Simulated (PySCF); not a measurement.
Computed IR spectrum (relative IR intensity) of a molecule C2H9ClSi3. Geometry optimised at PBE-D3(BJ)/def2-SVP. One conformer was computed; it need not be the lowest. Level of theory: PBE-D3(BJ)/def2-SVP run with PySCF. Frequencies are harmonic and unscaled.

Lines under 2 % of the strongest are left out, and lines within 2 cm⁻¹ are merged.

```
ν (cm⁻¹)  relative intensity
--------  ------------------
311                      6.8
320                      2.3
415                      4.3
450                      4.4
525                      6.2
544                      4.0
649                       25
664                       33
682                       16
700                       71
749                       17
769                       70
833                      100
870                      5.3
873                       32
887                       30
900                       31
908                       19
1053                      10
1334                     4.5
1613                     9.2
2132                      24
2146                      94
2150                      34
2164                      32
2168                      46
2182                      48
```

Problem. Which molecule gave these data?
A) C=C([SiH3])[Si@@H]([SiH3])Cl
B) C=C(Cl)[SiH2][SiH2][SiH3]
C) C=C[SiH2][SiH2][SiH2]Cl
D) C[Si@]1(Cl)C[SiH2][SiH2]1

Solution. B, C=C(Cl)[SiH2][SiH2][SiH3]
